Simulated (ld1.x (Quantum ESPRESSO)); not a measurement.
**Before and after: TM potential for As**

As, norm-conserving Troullier–Martins (Kleinman–Bylander form), made with ld1.x (Quantum ESPRESSO) 7.5 (PW91, scalar-relativistic). Core [Ar] 3d10, reference 4s2 4p3. Waves: 4s (bound): rc 1.60 bohr; 4p (bound): rc 1.80 bohr. Local part: all-electron potential smoothed inside 1.75 bohr (lloc = -1). Core correction: a·sin(br)/r model core inside 1.30 bohr.

Change: all radii but the core radius scaled by about 0.88 (s 1.40, p 1.58 bohr); local potential all-electron potential smoothed inside 1.54 bohr (lloc = -1).

Cutoffs: the cutoffs (Ry, on a coarse ladder) from which the occupation-weighted sum of valence levels, in a spherical-Bessel basis at the reference potential, stays within 10 and 1 mRy of its value at 400 Ry; they do not see the model core or the augmentation charge, which bear on the density cutoff. Errors are all-electron minus pseudo energies relative to the spin-unpolarised reference configuration.

Task: Predict the effect on cutoff, ghosts and configuration errors.

Result: The potential gets harder (30 Ry and 50 Ry → 35 Ry and 80 Ry); of the 7 tests that both files solve, the error grows in 0 and shrinks in 4 by more than 15 % and 0.3 meV (median size 12.3 → 9.6 meV); neither file shows a bound ghost. A smaller radius makes the pseudo-wave follow the all-electron one further in, where it bends more sharply, so more plane waves are needed. Less of the atom is replaced, so other configurations are described better.

```csv
quantity,base,changed
"cutoff, loose",30 Ry,35 Ry
"cutoff, tight",50 Ry,80 Ry
bound ghosts,none,none
"error for 4s2 4p2, meV [ΔE 9.21 eV]",-1.9,-1.2
"error for 4s2 4p1, meV [ΔE 27.21 eV]",-16,-12
"error for 4s2 4p0, meV [ΔE 55.02 eV]",-76,-64
"error for 4s2 4p2.5, meV [ΔE 3.58 eV]",-0.5,-0.3
"error for 4s1 4p3, meV [ΔE 19.34 eV]",-12,-9.6
"error for 4s1 4p0, meV [ΔE 105.79 eV]",-306,-286
"error for 4s2 4p3.3, meV [ΔE -1.25 eV]",+0.2,+0.2
```
